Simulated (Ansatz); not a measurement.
Consider the isomerisation: `C#[C][GeH]([CH3])[CH3]` → `C=[CH][GeH2][CH]=C`.

Gas-phase electronic energies from Ansatz, PBE0-D4/def2-TZVP geometries. CBS: MP2 limit from def2 TZ/QZ plus the TZ coupled-cluster correction, frozen cores. Functionals use def2-TZVPP. For Ge outer-core shells are correlated without core-valence functions, which leaves a few kJ/mol of doubt a bond. Scalar relativity is left out up to krypton. Each species was taken in one conformer, which may not be the lowest.

Question: Is it downhill or uphill in electronic energy at CCSD(T)/CBS, and by how much? (An estimate is asked.)

Answer: Computed: Uphill: ΔE = +33.1 kJ/mol.

Question: What do these levels give: PBE, PBE0, HF/def2-TZVPP, MP2/def2-TZVPP, CCSD/def2-TZVPP, CCSD(T)/def2-TZVPP? (Estimate.)

Answer: The calculation gave: PBE 22.8, PBE0 26.0, HF/def2-TZVPP 30.9, MP2/def2-TZVPP 53.8, CCSD/def2-TZVPP 37.0, CCSD(T)/def2-TZVPP 36.0 kJ/mol.

Largest T1 diagnostic among the species: 0.012.

The D4 term adds −4.4 kJ/mol with B3LYP and −2.2 kJ/mol with PBE0; it sums over pairs of atoms, weighted by their polarisabilities, and B3LYP, whose exchange is more repulsive, gets the larger term. In def2-TZVPP, CCSD(T) changes the Hartree–Fock value by +5.1 kJ/mol (the triples alone add −1.0 kJ/mol) and MP2 by +22.9 kJ/mol.

B3LYP here is the variant with VWN-RPA as its local correlation; programs differ in this.
